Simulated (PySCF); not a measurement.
# A search over the determinants of SrGa

Unrestricted PBE0; PySCF, scalar-relativistic core potentials, basis sets Sr def2-SVP with ECP28, Ga def2-SVP. Outer shells of the fragments: Sr 5s2; Ga 3d10 4s2 4p1.

Followed along the bond (rough minima from three points):

```csv
2Ms+1,unpaired,⟨S²⟩ at the start,R at minimum (Å),Te (eV)
2,π ↑,1.05,3.29,0.00
4,"σ ↑, π ↑↑",3.75,2.88,0.38
4,"σ ↑↑, π ↑",3.75,3.18,0.61
2,"σ ↓, π ↑↑",1.76,2.88,0.65
2,"σ ↑, π ↑↓",1.76,2.89,0.71
```

Solutions found at the starting distance of 2.915 Å, counted from the lowest of them; the search is not exhaustive and high or unbound solutions are not listed, so other states can lie among these:

| 2Ms+1 | unpaired | term | E (eV) | ⟨S²⟩ | ⟨Lz²⟩ | μ (D) |
| --- | --- | --- | --- | --- | --- | --- |
| 2 | π ↑ | ²Π | 0.00 | 1.05 | 1.02 | -2.54 |
| 4 | σ ↑, π ↑↑ | ⁴Σ⁻ | 0.20 | 3.75 | 0.00 | -5.44 |
| 2 | σ ↓, π ↑↑ | mixed | 0.47 | 1.76 | 0.00 | -4.05 |
| 2 | σ ↑, π ↑↓ | mixed | 0.53 | 1.76 | 2.02 | -4.73 |
| 4 | σ ↑↑, π ↑ | ⁴Π | 0.54 | 3.75 | 1.01 | -4.10 |
| 2 | σ ↑ | ²Σ⁺ | 0.75 | 0.75 | 0.00 | -0.53 |
| 2 | σ ↑ | mixed | 1.07 | 0.76 | 2.01 | -4.64 |
| 4 | σ ↑, π ↑↑ | mixed | 1.68 | 3.75 | 2.01 | 0.15 |
| 4 | σ ↑, π ↑, δ ↑ | mixed | 1.81 | 3.75 | 5.00 | -3.86 |
| 2 | π ↑ | mixed | 2.09 | 1.16 | 1.00 | -7.58 |

A term symbol is given only where ⟨S²⟩ and ⟨Lz²⟩ are close to those of a pure state; real π, δ and φ orbitals otherwise mix terms. A positive dipole means Sr(−)Ga(+).

Task: Compare the gap between the two lowest followed solutions at the starting distance with the gap between their minima.

Result: At PBE0 the second solution (quartet, unpaired electrons σ ↑, π ↑↑) lies +0.20 eV from the first (doublet, unpaired electrons π ↑) at 2.915 Å and +0.38 eV at the minima; the two curves relax by different amounts, since their minima lie near 2.88 and 3.29 Å.

Spin–orbit coupling is left out.
